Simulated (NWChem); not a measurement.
Molecule: BGeH₄F; SMILES F[BH][GeH3]

```xyz
7

B      0.5814    -1.2409     0.0000
F     -0.3065    -2.2298     0.0000
Ge    -0.0435     0.7482     0.0000
H      0.5321     1.4825    -1.2433
H     -1.5842     0.9256     0.0000
H      0.5321     1.4825     1.2433
H      1.7621    -1.5602     0.0000
```
Atoms are numbered in this order, from 1.

Structure relaxed at the PBE-D3(BJ)/def2-SVP level.

Symmetry labels are those of Cs in the frame above (b1 and b2, or b-type labels, depend on it).

**Question.** List the 6 lowest vertical singlet excitations from Hartree-Fock/6-31G* (spherical d), TDHF (NWChem).

**Answer.** 
```tsv
state	energy (eV)	oscillator strength	symmetry	leading excitation (squared amplitude)
S1	5.54	0.010	a"	HOMO → LUMO (0.91)
S2	9.16	0.069	a'	HOMO → LUMO+1 (0.49)
S3	9.42	0.046	a"	HOMO−1 → LUMO (0.90)
S4	9.56	0.044	a'	HOMO−2 → LUMO (0.71)
S5	10.14	0.331	a'	HOMO → LUMO+2 (0.40)
S6	10.14	0.026	a"	HOMO−3 → LUMO (0.62)
```
